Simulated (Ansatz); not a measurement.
Isolated molecules relaxed with PBE0-D4/def2-TZVP in Ansatz; ΔE leaves out vibrations. CBS: MP2 limit from def2 TZ/QZ plus the TZ coupled-cluster correction, frozen cores. This one scheme is used for every species. DFT in def2-TZVPP. B3LYP here is the variant with VWN-RPA as its local correlation; programs differ in this. HSE06 is defined as in plane-wave codes. def2 core potentials past Kr. For In, Se outer-core shells are correlated without core-valence functions, which leaves a few kJ/mol of doubt a bond. Scalar relativity is left out up to krypton.

`[OH][InH2]` + `C[SeH]` → `C[Se][InH2]` + H₂O  (ligand exchange at the In–O bond)

```csv
level,ΔE (kJ/mol),difference from CCSD(T)/CBS
LDA (SPW92),-78.0,0.7
PBE-D4,-75.6,3.1
revPBE-D4,-73.3,5.4
BLYP-D4,-67.5,11.2
r2SCAN-D4,-74.1,4.6
B97M-V,-66.7,12.0
PBE0-D4,-83.0,-4.3
r2SCANh-D4,-77.4,1.3
r2SCAN0-D4,-81.8,-3.1
HSE06-D4,-83.6,-4.9
BHLYP-D4,-81.6,-2.9
CAM-B3LYP-D4,-67.8,10.9
ωB97X-V,-69.1,9.6
B2PLYP,-70.2,8.5
PBE-QIDH,-82.0,-3.3
PBE,-72.0,6.7
revPBE,-69.2,9.5
BLYP,-60.9,17.8
r2SCAN,-73.3,5.4
PBE0,-79.6,-0.9
B3LYP,-68.2,10.5
r2SCANh,-76.4,2.3
r2SCAN0,-80.6,-1.9
BHLYP,-73.9,4.8
CAM-B3LYP,-64.1,14.6
LC-ωPBE,-67.2,11.5
RPA@PBE/def2-TZVPP,-66.1,12.6
HF/def2-SVP,-78.6,0.1
MP2/def2-SVP,-72.7,6.0
CCSD/def2-SVP,-71.3,7.4
CCSD(T)/def2-SVP,-71.2,7.5
MP2/def2-TZVPP,-79.0,-0.3
SCS-MP2/def2-TZVPP,-71.8,6.9
CCSD/def2-TZVPP,-74.3,4.4
CCSD(T)/def2-TZVPP,-74.4,4.3
HF/def2-QZVPP,-74.5,4.2
SCS-MP2/def2-QZVPP,-73.6,5.1
HF/CBS(def2),-74.3,4.4
MP2/CBS(def2),-83.4,-4.7
CCSD/CBS(def2),-78.6,0.1
CCSD(T)/CBS,-78.7,0
```

**Question.** What do rigid-rotor, harmonic-oscillator terms from PBE0-D4/def2-TZVP frequencies (298.15 K, 1 bar) make of the CCSD(T)/CBS value? (An estimate is asked.)

**Answer.** Computed: ΔZPE = +5.0 kJ/mol, ΔH = -70.2 kJ/mol, ΔS = -5 J/(mol·K), ΔG = -68.8 kJ/mol.

Largest T1 diagnostic among the species: 0.017.

The D4 term adds −6.0 kJ/mol with B3LYP and −3.4 kJ/mol with PBE0; it sums over pairs of atoms, weighted by their polarisabilities, and B3LYP, whose exchange is more repulsive, gets the larger term. From BLYP to BHLYP (50 % exact exchange), in def2-TZVPP and without D4, ΔE moves by −12.9 kJ/mol. At CCSD(T), def2-SVP lies +7.5 kJ/mol from the extrapolated value and def2-TZVPP +4.3 kJ/mol.
